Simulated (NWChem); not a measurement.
System: BeHSeF; SMILES [F][Be][SeH]

Input file for NWChem:

```
start job
memory heap 200 mb stack 900 mb global 1100 mb
geometry units angstroms noautoz
  Be     0.022448     1.134872     0.000000
  F      0.116036     2.506759     0.000000
  Se    -0.157888    -0.903003     0.000000
  H      1.317836    -1.053274     0.000000
end
basis spherical
  * library 6-31g*
end
dft
  xc b3lyp
  iterations 150
  mulliken
end
task dft energy
```

Geometry: optimised at B3LYP/6-31G* (spherical d). B3LYP is NWChem's, with the RPA form of VWN correlation.

Question: Give the results of this calculation. (B3LYP/6-31G* (spherical d).) Quantities: energy (Ha); highest occupied level (eV); orbital gap (eV); dipole (D).

Answer: 
- energy (Ha): -2516.60
- highest occupied level (eV): -7.01
- orbital gap (eV): 6.66
- dipole (D): 0.66
